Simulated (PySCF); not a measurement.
Exercise with solution: oscillator strength and radiative lifetime

C2H6ClFSi, SMILES F[C@@H](Cl)C[SiH3].

Geometry optimised at B3LYP-D3(BJ)/def2-SVP. The structure was generated by enumeration; whether it is a known compound was not checked. Other conformers were not sampled.

TDA-PBE/def2-SVPD (PySCF 2.14.0) puts the first singlet state with f over 0.02 at 7.28 eV (vertical), with the transition dipole (0.268, -0.237, -0.047) in atomic units.

Q: Find the oscillator strength, the wavelength and the radiative lifetime that this transition would have in vacuum if emission retraced absorption.

A: 
|μ|² = 0.1302 au, so |μ| = 0.92 D. ΔE = 7.28/27.211 = 0.2675 hartree. f = (2/3) ΔE |μ|² = 0.023 (the program prints 0.023).
λ = 1239.84/7.28 = 170 nm; ν = 58717 cm⁻¹.
Einstein's coefficient A = 0.6670 ν² f s⁻¹ (ν in cm⁻¹) = 5.3e7 s⁻¹, so τ = 1/A = 19 ns. This state is S4; the lower singlets have f = 0.005, 0.010, 0.013. The figure is the radiative limit of this one transition; relaxation, internal conversion, crossing to triplets and a medium change what is measured.
